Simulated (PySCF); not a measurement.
One of the candidates below gave these computed data.

All candidates are C6H12ClFO.

| technique | computed result |
| --- | --- |
| Polarisability | 92.5 au [CAM-B3LYP/def2-SVPD] |
| UV, first state | lowest singlet excitation: 7.33 eV (169 nm, f = 0.001) [TDDFT CAM-B3LYP/def2-SVPD] |
| 13C NMR | chemical shifts (computed TMS as zero) by class: 88.3 (1 C), 75.7 (1 C), 72.0 (1 C), 35.5 (1 C), 30.3 (1 C), 23.6 (1 C) ppm [GIAO B3LYP/pcSseg-1] |
| Rotational structure | rotational constants A, B, C: 2.295, 0.686, 0.612 GHz [PBE0-D3(BJ)/def2-SVP] |
| NMR, other nuclei | isotropic shieldings of nuclei other than C and H, by class: 294 (1 O), 386 (1 F), 835 (1 Cl) ppm [GIAO B3LYP/pcSseg-1] |
| 1H NMR | chemical shifts (computed TMS as zero) by class: 4.65 (1 H), 4.18 (1 H), 3.67 (1 H), 3.39 (1 H), 1.88 (1 H), 1.75 (1 H), 1.50 (1 H), 1.41 (1 H), 1.33 (3 H), 1.21 (1 H) ppm [GIAO B3LYP/pcSseg-1] |

The electronic properties come from PySCF, for the isolated species, density fitting. Levels stand in brackets. Geometry: PBE0-D3(BJ)/def2-SVP, one conformer, isolated molecule. NMR values are class means; diastereotopic atoms form classes of their own.

Problem. Which candidate is it?
A. `C[C@@H](F)CC[C@@H](Cl)CO`
B. `C[C@@H](F)CC[C@H](Cl)CO`
C. `CC(C)(CF)OCCCl`
D. `CC(C)O[C@@H](C)[C@@H](F)Cl`
E. `CC(C)O[C@@H](C)[C@H](F)Cl`

Solution. B. It is `C[C@@H](F)CC[C@H](Cl)CO`. Numbering: `[CH3:1][C@@H:2]([F:3])[CH2:4][CH2:5][C@H:6]([Cl:7])[CH2:8][OH:9]`. Its formula, C6H12ClFO, gives 0 degrees of unsaturation, so no ring and no π bond. 6 carbons fall into 6 classes; from least to most shielded: sp3 C–F carbon [C2] (88.3 ppm), sp3 C–Cl carbon [C6] (75.7 ppm), carbinol carbon (C–OH) [C8] (72.0 ppm), chain CH2 carbon [C4] (35.5 ppm), chain CH2 carbon [C5] (30.3 ppm), methyl carbon [C1] (23.6 ppm). Hydrogen classes from least to most shielded: 1 H on an sp3 C–F carbon, C2 (4.65 ppm), 1 H on an sp3 C–Cl carbon, C6 (4.18 ppm), 1 H on a carbinol carbon (C–OH), C8 (3.67 ppm), 1 H on a carbinol carbon (C–OH), C8 (3.39 ppm), 1 H on a chain CH2 carbon, C5 (1.88 ppm), 1 H on a chain CH2 carbon, C4 (1.75 ppm), 1 H on an alcohol oxygen, O9 (1.50 ppm), 1 H on a chain CH2 carbon, C4 (1.41 ppm), 3 H on a methyl carbon, C1 (1.33 ppm, a mean of values up to 0.7 ppm apart in this geometry), 1 H on a chain CH2 carbon, C5 (1.21 ppm). The other shieldings belong to: 294 ppm, alcohol oxygen [O9]; 386 ppm, alkyl fluorine [F3]; 835 ppm, alkyl chlorine [Cl7]. The optimised geometry has point group C1 and is an asymmetric top.

The others, at the same levels:
- `C[C@@H](F)CC[C@@H](Cl)CO` fails: its computed 13C shifts are 92.3 (1 C), 79.2 (1 C), 72.0 (1 C), 39.3 (1 C), 34.0 (1 C), 23.9 (1 C) ppm, 1H shifts are 4.31 (1 H), 3.77 (1 H), 3.68 (1 H), 3.43 (1 H), 1.92 (1 H), 1.79 (1 H), 1.50 (1 H), 1.36 (3 H), 1.24 (1 H), 1.12 (1 H) ppm and rotational constant A is 2.706 GHz (against 2.295 GHz).
- `CC(C)O[C@@H](C)[C@@H](F)Cl` fails: its computed 13C shifts are 114.7 (1 C), 79.5 (1 C), 75.5 (1 C), 24.9 (1 C), 21.9 (1 C), 20.0 (1 C) ppm, 1H shifts are 5.51 (1 H), 3.59 (1 H), 3.15 (1 H), 1.15 (3 H), 1.13 (3 H), 1.03 (3 H) ppm and smallest rotational constant is 0.646 GHz (against 0.612 GHz).
- `CC(C)(CF)OCCCl` fails: it has 5 carbon classes against 6; its computed 13C shifts are 95.6 (1 C), 76.3 (1 C), 67.6 (1 C), 53.0 (1 C), 24.4 (2 C) ppm, 1H shifts are 4.68 (2 H), 3.92 (2 H), 3.42 (2 H), 1.13 (6 H) ppm and rotational constant A is 1.961 GHz (against 2.295 GHz).
- `CC(C)O[C@@H](C)[C@H](F)Cl` fails: its computed 13C shifts are 115.8 (1 C), 79.7 (1 C), 75.9 (1 C), 24.8 (1 C), 22.4 (1 C), 21.0 (1 C) ppm, 1H shifts are 5.47 (1 H), 3.77 (1 H), 2.98 (1 H), 1.19 (3 H), 1.16 (3 H), 1.04 (3 H) ppm and rotational constant A is 1.806 GHz (against 2.295 GHz).

Each candidate is one conformer, not necessarily the lowest. Dipoles, sizes and rotational constants follow the conformer. The torsions of the flexible species, by atom-mapped SMILES:
- `[CH3:1][CH:2]([CH3:3])[O:4][C@@H:5]([CH3:6])[C@@H:7]([F:8])[Cl:9]`: C1–C2–O4–C5 154°, C2–O4–C5–C6 141°, O4–C5–C7–F8 58°
- `[CH3:1][C:2]([CH3:3])([CH2:4][F:5])[O:6][CH2:7][CH2:8][Cl:9]`: C1–C2–C4–F5 164°, C1–C2–O6–C7 177°, C2–O6–C7–C8 -146°, O6–C7–C8–Cl9 67°
- `[CH3:1][CH:2]([CH3:3])[O:4][C@@H:5]([CH3:6])[C@H:7]([F:8])[Cl:9]`: C1–C2–O4–C5 158°, C2–O4–C5–C6 130°, O4–C5–C7–F8 -176°

The conformers of `C[C@@H](F)CC[C@H](Cl)CO` and `C[C@@H](F)CC[C@@H](Cl)CO` aren't listed.
